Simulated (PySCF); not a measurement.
BH3N, SMILES [BH]N, multiplicity 2. Atoms are numbered in the order given.

```xyz
5

B      0.2175     0.8270     0.0000
N     -0.0298    -0.5245     0.0000
H     -0.6204     1.6794     0.0000
H     -0.9581    -0.9245     0.0000
H      0.6995    -1.2185     0.0000
```
Charge 0, spin multiplicity 2.

Geometry: PBE0-D3(BJ)/def2-TZVP. The isomer is the one that the SMILES or the coordinates give; other isomers of the formula were not compared.

Two levels are set side by side: PBE/pcH-1 (PySCF) and PBE0/pcH-1 (PySCF). Contact hyperfine couplings, same geometry. Differences are taken from unrounded values.

| quantity | PBE0 | PBE | PBE minus PBE0 |
|---|---|---|---|
| A(iso) of 11B, atom B1 (MHz) | 409.4 | 401.2 | -8.2 |
| A(iso) of 14N, atom N2 (MHz) | 8.3 | 10.3 | 2.0 |
| A(iso) of 1H, atom H3 (MHz) | 78.2 | 78.7 | 0.5 |
| A(iso) of 1H, atom H4 (MHz) | 94.2 | 97.8 | 3.5 |
| A(iso) of 1H, atom H5 (MHz) | 46.4 | 47.5 | 1.2 |

Rough cost on one machine, each run with all the roots and properties that it gave: PBE0 against PBE within a factor of 2.
